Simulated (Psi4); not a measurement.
AlCl3, charge +1, doublet, at a GFN2-xTB geometry (such geometries of metal compounds can be far from the true shape) (a state made from the parent by changing its charge; the spin is typed, not shown lowest); Psi4 with HF/def2-SV(P).

The Psi4 input:
```
memory 2 GB

molecule {
1 2
Al    0.00646365   -0.00701963   -0.01811267
Cl   -1.72362629   -1.06706196   -0.19564716
Cl    0.09985445    1.91035320   -0.69883215
Cl    1.61882905   -0.83792328    0.90833017
}

set {
  basis def2-sv(p)
  reference uhf
  df_basis_scf def2-universal-jkfit
}

energy('scf')
print_variables()
```

The log (banner, timings and long lists left out):

```
   => Loading Basis Set <=

    Name: DEF2-SV(P)
    Role: ORBITAL
    Keyword: BASIS

         ---------------------------------------------------------
                                   SCF
               by Justin Turney, Rob Parrish, Andy Simmonett
                          and Daniel G. A. Smith
                              UHF Reference
         ---------------------------------------------------------

  ==> Geometry <==

    Molecular point group: c1
    Full point group: C1

    Geometry (in Angstrom), charge = 1, multiplicity = 2:

       Center              X                  Y                   Z               Mass
    ------------   -----------------  -----------------  -----------------  -----------------
         AL           0.006451855712    -0.007006823576    -0.018079619097    26.981538530000
         CL          -1.723638084288    -1.067049153576    -0.195614109097    34.968852682000
         CL           0.099842655712     1.910366006424    -0.698799099097    34.968852682000
         CL           1.618817255712    -0.837910473576     0.908363220903    34.968852682000

  Running in c1 symmetry.

  Rotational constants: A =      0.07748  B =      0.07748  C =      0.03874 [cm^-1]
  Rotational constants: A =   2322.75138  B =   2322.75137  C =   1161.45130 [MHz]
  Nuclear repulsion =  302.318310902794224

  Charge       = 1
  Multiplicity = 2
  Electrons    = 63
  Nalpha       = 32
  Nbeta        = 31

  ==> Algorithm <==

  SCF Algorithm Type is DF.
  DIIS enabled.
  MOM disabled.
  Fractional occupation disabled.
  Guess Type is SAD.
  Energy threshold   = 1.00e-06
  Density threshold  = 1.00e-06
  Integral threshold = 1.00e-12

  ==> Primary Basis <==

  Basis Set: DEF2-SV(P)
    Blend: DEF2-SV(P)
    Number of shells: 32
    Number of basis functions: 72
    Number of Cartesian functions: 76
    Spherical Harmonics?: true
    Max angular momentum: 2

   => Loading Basis Set <=

    Name: DEF2-UNIVERSAL-JKFIT
    Role: JKFIT
    Keyword: DF_BASIS_SCF

  ==> Integral Setup <==

  SCF_SUBTYPE=INCORE selected. In-core MEM_DF algorithm will be used.
  Using in-core AOs.

  ==> MemDFJK: Density-Fitted J/K Matrices <==

    J tasked:                   Yes
    K tasked:                   Yes
    wK tasked:                   No
    Algorithm:                 Core
    Schwarz Cutoff:           1E-12
    Mask sparsity (%):       4.2438
    Fitting Condition:        1E-10

   => Auxiliary Basis Set <=

  Basis Set: DEF2-UNIVERSAL-JKFIT
    Blend: DEF2-UNIVERSAL-JKFIT
    Number of shells: 152
    Number of basis functions: 512
    Number of Cartesian functions: 620
    Spherical Harmonics?: true
    Max angular momentum: 4

  Minimum eigenvalue in the overlap matrix is 3.0398422644E-02.
  Reciprocal condition number of the overlap matrix is 9.0574387443E-03.
    Using symmetric orthogonalization.

  ==> Pre-Iterations <==

  SCF Guess: Superposition of Atomic Densities via on-the-fly atomic UHF (no occupation information).

   -------------------------
    Irrep   Nso     Nmo
   -------------------------
     A         72      72
   -------------------------
    Total      72      72
   -------------------------

  ==> Iterations <==

                           Total Energy        Delta E     RMS |[F,P]|

   @DF-UHF iter SAD: -1619.74816514433701   -1.61975e+03   0.00000e+00
   @DF-UHF iter   1: -1619.65963821621563    8.85269e-02   2.66631e-03 ADIIS/DIIS
   @DF-UHF iter   2: -1619.68656133796026   -2.69231e-02   1.13214e-03 ADIIS/DIIS
   @DF-UHF iter   3: -1619.69093618189754   -4.37484e-03   3.13768e-04 ADIIS/DIIS
   @DF-UHF iter   4: -1619.69169175187653   -7.55570e-04   9.83706e-05 DIIS
   @DF-UHF iter   5: -1619.69179080382810   -9.90520e-05   2.30090e-05 DIIS
   @DF-UHF iter   6: -1619.69179542322286   -4.61939e-06   7.14801e-06 DIIS
   @DF-UHF iter   7: -1619.69179586824703   -4.45024e-07   2.14879e-06 DIIS
   @DF-UHF iter   8: -1619.69179591743682   -4.91898e-08   5.74155e-07 DIIS
  Energy and wave function converged.

  ==> Post-Iterations <==

   @Spin Contamination Metric:   3.197207498E-02
   @S^2 Expected:                7.500000000E-01
   @S^2 Observed:                7.819720750E-01
   @S   Expected:                5.000000000E-01
   @S   Observed:                5.000000000E-01

    Orbital Energies [Eh]
    ---------------------

    Alpha Occupied:

[...]
    Alpha Virtual:

[...]
      72A      1.403576

    Beta Occupied:

[...]
      31A     -0.621110

    Beta Virtual:

[...]
    Final Occupation by Irrep:
              A
    DOCC [    31 ]
    SOCC [     1 ]
    NA   [    32 ]
    NB   [    31 ]

  @DF-UHF Final Energy: -1619.69179591743682

   => Energetics <=

    Nuclear Repulsion Energy =            302.3183109027942237
    One-Electron Energy =               -2829.6268242985024699
    Two-Electron Energy =                 907.6167174782715392
    Total Energy =                      -1619.6917959174368207

  UHF NO Occupations:
  HONO-2 :   30  A 1.9928958
  HONO-1 :   31  A 1.9928958
  HONO-0 :   32  A 1.0000000
  LUNO+0 :   33  A 0.0071042
  LUNO+1 :   34  A 0.0071042
  LUNO+2 :   35  A 0.0005064
  LUNO+3 :   36  A 0.0005064

Computation Completed

Properties will be evaluated at   0.000000,   0.000000,   0.000000 [a0]

Properties computed using the SCF density matrix

 Multipole Moments:

 ------------------------------------------------------------------------------------
     Multipole            Electronic (a.u.)      Nuclear  (a.u.)        Total (a.u.)
 ------------------------------------------------------------------------------------

 L = 1.  Multiply by 2.5417464519 to convert [e a0] to [Debye]
 Dipole X            :          0.0172549           -0.0014264            0.0158285
 Dipole Y            :         -0.0187396            0.0015491           -0.0171905
 Dipole Z            :         -0.0483540            0.0039971           -0.0443569
 Magnitude           :                                                    0.0501358

 ------------------------------------------------------------------------------------

  Variable Map:
  ----------------------------------------------------------------------------
[...]
  Array Variable Map:
  ----------------------------------------------------------------------------
[...]
[...]
```
